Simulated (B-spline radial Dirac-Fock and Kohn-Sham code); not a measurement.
# Photoabsorption cross section of Dy by shell

System: the free dysprosium atom, [Xe] 4f10 6s2.

Model: the independent-particle Dirac-Slater model, thresholds from Dirac-Fock. Program: a radial atomic solver.

Computed thresholds (eV): K 53787.8, L1 9054.8, L2 8583.1, L3 7792.0, M1 2051.8, M2 1847.3, M3 1680.5, M4 1333.5, M5 1298.0, N1 423.8, N2 342.1, N3 305.1, N4 170.0, N5 163.3, N6 6.28, N7 5.30, O1 57.09, O2 32.68, O3 28.03, P1 4.91.

```tsv
photon energy (eV)	total (b)	K (%)	L (%)	M (%)	N (%)	O (%)	P (%)	tabulated (b)
21.22	1.573e+06	–	–	–	98.3	–	1.7	–
40.81	1.185e+07	–	–	–	34.4	65.2	0.4	–
80	7.277e+06	–	–	–	89.4	10.3	0.3	–
100	7.051e+06	–	–	–	93.2	6.6	0.2	–
150	5.985e+06	–	–	–	95.3	4.5	0.2	–
200	5.579e+06	–	–	–	96.2	3.6	0.1	–
300	3.198e+06	–	–	–	95.7	4.2	0.1	–
400	2.643e+06	–	–	–	96.3	3.6	0.1	–
600	1.604e+06	–	–	–	96.3	3.6	0.1	–
800	1.010e+06	–	–	–	96.0	3.9	0.1	–
1000	677500	–	–	–	95.7	4.2	0.1	670200
1253.6	440200	–	–	–	95.4	4.5	0.1	432700
1486.9	1.531e+06	–	–	79.6	19.4	1.0	0.0	1.494e+06
2000	938900	–	–	82.3	16.7	1.0	0.0	932900
2984.4	384200	–	–	82.4	16.4	1.1	0.0	381500
4000	187100	–	–	82.0	16.7	1.3	0.0	185600
5414.7	86910	–	–	81.4	17.0	1.5	0.0	86380
6000	66820	–	–	81.2	17.2	1.6	0.0	66440
8047.8	85800	–	63.6	29.4	6.3	0.6	0.0	85540
9251.7	94450	–	77.1	18.5	4.0	0.4	0.0	93950
12000	48310	–	77.6	18.0	4.0	0.4	0.0	47980
15000	26840	–	77.8	17.7	3.9	0.5	0.0	26760
17479.3	17840	–	77.9	17.6	4.0	0.5	0.0	17760
22162.9	9396	–	78.1	17.5	4.0	0.5	0.0	9346
30000	4095	–	78.2	17.3	4.0	0.5	0.0	4089
40000	1845	–	78.2	17.3	4.0	0.6	0.0	1841
59318.2	3373	81.9	14.2	3.1	0.7	0.1	0.0	3375
80000	1528	82.8	13.4	2.9	0.7	0.1	0.0	1535
100000	835.5	83.3	13.0	2.9	0.7	0.1	0.0	838.0
150000	273.6	83.9	12.6	2.8	0.6	0.1	0.0	274.2
200000	123.5	84.1	12.4	2.7	0.6	0.1	0.0	123.7
```

Tabulated values: Elam, Ravel and Sieber (2002) photoabsorption table (xraylib 4.2).

Q: With what power of the photon energy does the total fall between 150000 and 200000 eV?

A: As E^-2.77. The non-relativistic Born limit for an s electron far above threshold is E^-3.5; near threshold and at relativistic energies the fall is slower.
